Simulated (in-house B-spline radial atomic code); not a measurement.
Successive ionisation energies of cadmium; each step leads to the configuration of the next row (after the last: [Kr] 4d4). NIST's values go from ground level to ground level; the uncertainty of those that are theory runs from under 0.1 % in few-electron ions to several per cent in heavy many-electron ones. Computed with a radial B-spline atomic code at the basis-set limit: non-relativistic Hartree-Fock, average of the configuration, point nuclei.

This level leaves out relativity, spin-orbit splitting included, which matters for heavy ions.

```tsv
ion	configuration	ionisation energy (eV)	tabulated value (eV)	tabulated kind	computed minus tabulated (eV)	highest orbital	largest mean radius (bohr)
Cd	[Kr] 4d10 5s2	6.93	8.99382	measured	-2.07	5s	3.2375
Cd+	[Kr] 4d10 5s1	14.82	16.90831	measured	-2.08	5s	2.8981
Cd2+	[Kr] 4d10	36.69	37.468	measured	-0.78	4d	1.2309
Cd3+	[Kr] 4d9	53.08	51	tabulated theory	2.08	4d	1.1822
Cd4+	[Kr] 4d8	70.60	67.9	tabulated theory	2.70	4d	1.1412
Cd5+	[Kr] 4d7	89.14	87	tabulated theory	2.14	4d	1.1056
Cd6+	[Kr] 4d6	108.60	105	tabulated theory	3.60	4d	1.0739
Cd7+	[Kr] 4d5	128.95	130.1	tabulated theory	-1.15	4d	1.0454
```

(1) Where is the largest jump?

(2) How far is this level of theory from the measured and semi-empirical values?

Answers

(1) From Cd+ to Cd2+, by a factor of 2.48 (14.824 to 36.692 eV); the highest orbital goes from 5s to 4d.

(2) Over those 3 rows the differences run from -2.08 to -0.776 eV (mean absolute value 1.6 eV). The calculation leaves out relativity, correlation and, in open shells, the multiplet splittings that an average leaves out.
